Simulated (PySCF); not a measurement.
Job file and geometry (Å, from GFN2-xTB) of an NMR shielding run on `OCCC1CCC1`, C$_{6}$H$_{12}$O, GIAO PBE0/pcSseg-1 NMR shielding, non-relativistic, gas phase in PySCF; density fitting, a coarse starting grid and PySCF grid level 2 are the driver's defaults:

```
{"job": {"kind": "nmr", "xc": "PBE0", "basis": "pcSseg-1"}, "charge": 0, "multiplicity": 1}
O     -3.197512    -0.531944     0.512267
C     -2.098030     0.284210     0.182940
C     -0.937406    -0.506939    -0.421933
C      0.270414     0.372275    -0.713218
C      1.498920    -0.403033    -1.228515
C      2.228606    -0.121888     0.093380
C      1.077883     0.798341     0.528091
H     -3.483439    -0.998739    -0.281049
H     -1.791991     0.750016     1.122027
H     -2.405907     1.081113    -0.510877
H     -0.654404    -1.302618     0.270101
H     -1.271987    -0.975390    -1.353612
H     -0.036002     1.202988    -1.353311
H      1.972371     0.055548    -2.094238
H      1.316556    -1.454042    -1.444813
H      2.340704    -1.002556     0.722104
H      3.198698     0.359801    -0.005779
H      0.619390     0.548754     1.482414
H      1.343332     1.853353     0.532052
```

Task: Write the output of this run.

Result: 
```
coarse grid: 15048 points
cycle   1  E = -310.4979277514  dE =  8.063e-01  |g| = 6.638e-01  |ddm| = 3.744e+00
cycle   2  E = -310.4425319542  dE =  5.540e-02  |g| = 8.769e-01  |ddm| = 1.297e+00
cycle   3  E = -310.5884022465  dE = -1.459e-01  |g| = 6.734e-02  |ddm| = 7.977e-01
cycle   4  E = -310.5891077068  dE = -7.055e-04  |g| = 3.177e-02  |ddm| = 7.119e-02
cycle   5  E = -310.5893360384  dE = -2.283e-04  |g| = 6.334e-03  |ddm| = 3.282e-02
cycle   6  E = -310.5893442422  dE = -8.204e-06  |g| = 1.792e-03  |ddm| = 7.281e-03
final grid: 142920 points
cycle   7  E = -310.6450398347  dE = -4.706e-05  |g| = 1.201e-02  |ddm| = 3.388e-02
cycle   8  E = -310.6450136114  dE =  2.622e-05  |g| = 1.640e-02  |ddm| = 2.405e-02
cycle   9  E = -310.6450731021  dE = -5.949e-05  |g| = 1.034e-03  |ddm| = 1.426e-02
cycle  10  E = -310.6450733020  dE = -1.999e-07  |g| = 2.736e-04  |ddm| = 1.042e-03
cycle  11  E = -310.6450733156  dE = -1.358e-08  |g| = 5.794e-05  |ddm| = 2.389e-04
cycle  12  E = -310.6450733162  dE = -6.022e-10  |g| = 2.395e-05  |ddm| = 6.850e-05
converged SCF energy = -310.6450733162

GIAO shielding tensors (ppm)
atom      isotropic    diamagn.    paramagn.     s11        s22        s33       span
  0 O      292.323     384.996     -92.673    258.027    292.719    326.223     68.195
  1 C      120.300     244.549    -124.248     86.189    110.350    164.363     78.174
  2 C      139.445     248.399    -108.954    113.473    139.483    165.379     51.905
  3 C      156.506     248.910     -92.404    150.352    152.975    166.191     15.839
  4 C      159.751     250.355     -90.604    142.285    155.647    181.322     39.038
  5 C      169.572     250.896     -81.324    157.825    164.655    186.237     28.411
  6 C      161.067     248.246     -87.179    144.803    157.053    181.344     36.541
  7 H       31.687      30.516       1.171     23.190     29.574     42.297     19.107
  8 H       28.023      30.064      -2.041     23.266     29.707     31.095      7.829
  9 H       27.997      30.298      -2.301     22.506     29.722     31.763      9.257
 10 H       29.856      32.605      -2.749     26.862     30.540     32.166      5.304
 11 H       30.325      32.541      -2.216     26.689     29.852     34.435      7.746
 12 H       29.778      33.309      -3.531     25.379     29.944     34.011      8.632
 13 H       29.320      30.711      -1.391     26.143     27.102     34.716      8.573
 14 H       30.123      31.154      -1.030     26.835     28.314     35.222      8.387
 15 H       29.547      30.466      -0.920     26.361     27.165     35.115      8.754
 16 H       29.724      29.508       0.216     26.358     26.646     36.167      9.810
 17 H       30.147      31.657      -1.510     26.353     29.152     34.938      8.585
 18 H       29.501      31.099      -1.599     26.155     27.575     34.772      8.616
```

Size and cost of the density-fitted run: 179 basis functions, 23 s wall time on 1 thread of an Arm Neoverse V1, shared host.
